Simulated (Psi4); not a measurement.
Cl$_{4}$Hf, triplet, geometry from GFN2-xTB (such geometries of metal compounds can be far from the true shape) (the multiplicity is a formal guess) (core potentials on Hf). Base run: B3LYP/def2-TZVP run with Psi4.

Psi4 was given this input:
```
memory 2 GB

molecule mol {
0 3
Hf    0.000000   -0.000000   -0.000000
Cl    2.048660    0.843871   -0.624909
Cl    0.974345   -0.753718    1.944788
Cl   -0.974345    0.753718   -1.944788
Cl   -2.048660   -0.843871    0.624909
}

set {
  basis def2-tzvp
  reference uks
}

energy('b3lyp')
print_variables()
```

Variants of this job, named by their change:

```tsv
change	ΔE vs base (mEh)	SCF cycles	grid points	basis functions	outcome
base	0.000	9	107975	188	converged
level_shift = 0.3	0.000	9	107975	188	converged
scf_initial_accelerator = ediis	0.000	9	107975	188	converged
ints_tolerance = 1e-8	0.000	9	107975	188	converged
d_convergence = 1e-10	0.000	17	107975	188	converged
scf_type = mem_df	0.000	9	107975	188	converged
dft_spherical_points = 434	-0.028	9	155012	188	converged
cholesky_tolerance = 1e-6 (with scf_type cd)	-	-	-	188	input refused
puream = true	0.000	9	107975	188	converged
guess = gwh	18.957	18	107975	188	another SCF solution
e_convergence = 1e-8	0.000	10	107975	188	converged
scf_type = dfdirj+link	-0.030	9	107975	188	converged
dft_basis_tolerance = 1e-8	0.000	9	105534	188	converged
```

A guess, shift, damping, solver or small numerical setting can't move a converged solution much, so rows marked as another SCF solution ended in a different state.

Open shells are given as the SCF converged; they aren't shown to be the lowest states, and a large step between rows can be another state.

- cholesky_tolerance = 1e-6 (with scf_type cd): ended with `Fatal Error: Not enough memory for CD.`
